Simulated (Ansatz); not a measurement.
Potential energy curve for NaF, singlet.

- UMP2 = MP2 on UHF/def2-SVP, frozen core run with Ansatz (an electronic-structure program)
- RHF/def2-SVP (Ansatz)
- UKS-CAM-B3LYP = Ansatz with unrestricted CAM-B3LYP/def2-SVP
- RKS-CAM-B3LYP = restricted CAM-B3LYP/def2-SVP (Ansatz)

Energies are in eV, each relative to the lowest point of its own curve near equilibrium.

```
R / Å   UMP2    RHF  UKS-CAM-B3LYP  RKS-CAM-B3LYP
-----  -----  -----  -------------  -------------
1.52   2.052  1.958          1.813          1.813
1.62   0.910  0.846          0.763          0.763
1.76   0.172  0.143          0.117          0.117
1.83   0.036  0.021          0.014          0.014
1.86   0.009  0.000          0.000          0.000
1.92   0.000  0.001          0.012          0.012
1.96     [?]    [?]          0.044          0.044
1.99     [?]  0.056          0.078          0.078
2.11   0.216  0.240          0.275          0.275
2.24   0.472  0.508          0.552          0.552
2.41   0.855  0.897          0.951          0.951
2.59   1.274  1.313          1.377          1.377
2.87   1.902  1.922          2.001          2.001
3.18   2.532  2.523          2.609          2.609
3.47       —  3.020          3.068          3.099
3.88       —  3.620          3.510          3.669
4.31       —  4.129          3.814          4.132
4.80       —  4.580          4.038          4.525
5.12       —  4.816            [?]          4.722
5.74       —  5.180            [?]          5.006
6.70       —  5.575          4.386          5.282
7.65       —      —          4.445            [?]
```

Some entries are withheld; supply them.


- 1.96, UMP2: 0.020
- 1.96, RHF: 0.026
- 1.99, UMP2: 0.046
- 5.12, UKS-CAM-B3LYP: 4.140
- 5.74, UKS-CAM-B3LYP: 4.274
- 7.65, RKS-CAM-B3LYP: 5.452

A dash means that the run gave no value there, or that the column was ended at a point which the program doubted or which failed a test of continuity chosen for this set; such a test can also cut sound points.

The unrestricted determinant behind UMP2 is spin-contaminated at 3.47 to 7.65 Å (<S²> up to 1.0, against 0.00 for a pure singlet). The restricted form behind RHF, RKS-CAM-B3LYP keeps the bonding electrons paired and can't separate into open-shell fragments. The unrestricted determinant behind UKS-CAM-B3LYP is spin-contaminated at 3.47 to 7.65 Å (<S²> up to 0.8, against 0.00 for a pure singlet).
